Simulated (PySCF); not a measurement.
Compound: C6H7F3Si.
SMILES with atom numbers: `[CH:1]#[C:2][Si@@H:3]1[CH2:4][CH2:5][C@@H:6]1[C:7]([F:8])([F:9])[F:10]`

Structure used (PBE0-D3(BJ)/def2-SVP), in Å, numbered top down from 1:
```
atom  x, y, z in Å
C1     3.0075   -0.3022    1.6419
C2     2.1938   -0.4135    0.7437
Si3    0.9394   -0.5318   -0.5776
C4     0.2458    1.0230   -1.3898
C5    -1.1648    0.3987   -1.2075
C6    -0.9073   -0.6610   -0.0967
C7    -1.2654   -0.1832    1.2774
F8    -2.5833    0.0339    1.4076
F9    -0.9210   -1.0723    2.2129
F10   -0.6574    0.9771    1.5818
H11    3.7212   -0.2084    2.4415
H12    1.3238   -1.6120   -1.5301
H13    0.3867    1.8964   -0.7359
H14    0.5278    1.2975   -2.4151
H15   -1.4801   -0.1161   -2.1274
H16   -1.9605    1.1173   -0.9538
H17   -1.4148   -1.6241   -0.2465
```

NICS = −σ at a ghost point: NICS(0) at the centroid of the ring atoms, NICS(1) 1 Å to either side along the normal of their mean plane, zz for the tensor component along that normal. Level: GIAO PBE/pcSseg-1 (PySCF, non-relativistic, gas phase) on the PBE0-D3(BJ)/def2-SVP geometry, one conformer.

Ring bond lengths (Å): Si3–C4 1.886, C4–C5 1.553, C5–C6 1.557, C6–Si3 1.913.

Task: What do the NICS probes read (ppm)?

Result: 
```json
{"ring": "Si3–C4–C5–C6", "type": "4-membered ring with Si; formal bonds all single", "NICS(0)": "-1.8", "NICS(1), two faces": "-0.6 / -2.1", "NICS(1)zz, two faces": "2.9 / 0.9", "rms pucker (Å)": "0.13", "centre to ring atoms, mean (Å)": "1.21"}
```

Task: What do they say, and how far can they be read as aromaticity?

Result: 
- Si3–C4–C5–C6: mean NICS(1)zz 1.9 ppm, near zero. Si3, C4, C5, C6 have four or more neighbours, and the NICS criterion for π rings isn't applied.

Task: At the first NICS(1) probe listed for ring Si3–C4–C5–C6, 1 Å off the ring, what do the in-plane components average?

Result: The isotropic value is a third of the trace: (3 × -0.6 − (2.9))/2 = -2.3 ppm.

Task: How do the values depend on the level or the medium?

Result: 
```csv
level,"NICS(0), Si3–C4–C5–C6","mean NICS(1)zz, Si3–C4–C5–C6"
"PBE/pcSseg-1, gas",-1.8,1.9
"PBE0/pcSseg-1, gas",-2.0,1.5
"PBE0/pcSseg-1, IEF-PCM benzene",-2.0,1.6
"PBE0/pcSseg-1, IEF-PCM cyclohexane",-2.0,1.6
```

The geometry is the same throughout; the continuum's cavity takes Bondi-type radii × 1.2.
